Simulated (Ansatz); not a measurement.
A nudged elastic band was laid between two geometries of CH6BFOSi (11 atoms, charge 0, multiplicity 1).

Computed with RKS r2SCANh-D4/def2-SVP (Ansatz).

* movable images: 7
* climbing image: yes
* spring: 5.0 eV/Å²
* optimiser: quadratic models (default)
* start path: IDPP
* force threshold: 0.05 eV/Å
* iteration limit: 57
* end points: relaxed

Initial state:

```xyz
11
Properties=species:S:1:pos:R:3
C -0.394 -1.289 1.010
B 0.757 -0.401 0.439
F 1.994 -0.579 0.913
Si 0.477 1.051 -0.969
O -1.120 1.105 -1.476
H -0.822 -0.741 1.870
H -0.045 -2.258 1.393
H -1.216 -1.434 0.296
H 1.272 0.753 -2.194
H 0.932 2.384 -0.449
H -1.770 1.352 -0.813
```

Final state:

```xyz
11
Properties=species:S:1:pos:R:3
C -0.413 -1.000 1.289
B 0.681 -0.070 0.675
F 1.772 0.194 1.399
Si 0.522 0.800 -1.166
O -0.899 0.346 -1.929
H -0.011 -1.717 2.019
H -1.007 -1.524 0.528
H -1.116 -0.347 1.838
H 1.620 0.334 -2.060
H 0.632 2.294 -1.058
H -1.717 0.632 -1.515
```

Q: Which bonds break or form, and what moves?

A: No bond is made or broken. The dihedral H7–C1–B2–Si4 goes from 155 to 28°. The two ends are copies of one structure, up to a mirror image or an exchange of like atoms.

Q: Give the energies along the band, and the barrier.

A: The run converged. The highest image is number 6 of 0 to 8, 0.5 kJ/mol above the ends, which have the same energy within 2 meV. The top lies less than 8 meV above the higher end, about what the thresholds resolve: that end is a shoulder or a very shallow well. A vibrational analysis at the climbing image gives one clearly imaginary mode, 78i cm⁻¹: a first-order saddle point.

| image | path coordinate (Å) | energy (kJ/mol) | dihedral H7–C1–B2–Si4 (°) |
| --- | --- | --- | --- |
| 0 | 0.00 | 0.0 | 155 |
| 1 | 0.44 | 0.2 | 140 |
| 2 | 0.88 | 0.5 | 124 |
| 3 | 1.32 | 0.4 | 107 |
| 4 | 1.76 | 0.3 | 90 |
| 5 | 2.20 | 0.4 | 74 |
| 6 | 2.64 | 0.5 | 58 |
| 7 | 3.08 | 0.2 | 42 |
| 8 | 3.52 | 0.0 | 28 |

Q: What is the geometry of the highest image?

A: 
```xyz
11
Properties=species:S:1:pos:R:3:forces:R:3
C -0.482 -0.893 1.351 0.00 0.00 -0.01
B 0.623 0.028 0.745 0.01 0.00 0.00
F 1.672 0.369 1.499 -0.01 0.00 0.00
Si 0.578 0.731 -1.172 0.00 0.00 0.00
O -0.760 0.167 -2.009 0.00 0.00 0.00
H -0.301 -1.176 2.397 0.00 0.00 0.00
H -0.568 -1.806 0.738 0.00 0.01 0.00
H -1.471 -0.409 1.277 0.00 0.00 0.00
H 1.759 0.240 -1.937 0.00 0.00 0.00
H 0.633 2.232 -1.174 0.00 0.00 0.00
H -1.618 0.461 -1.693 0.00 0.00 0.00
```

Time of the run: 2.4 min on 2 threads of Arm Neoverse V2, with other jobs on the host, peak memory 0.24 GiB.
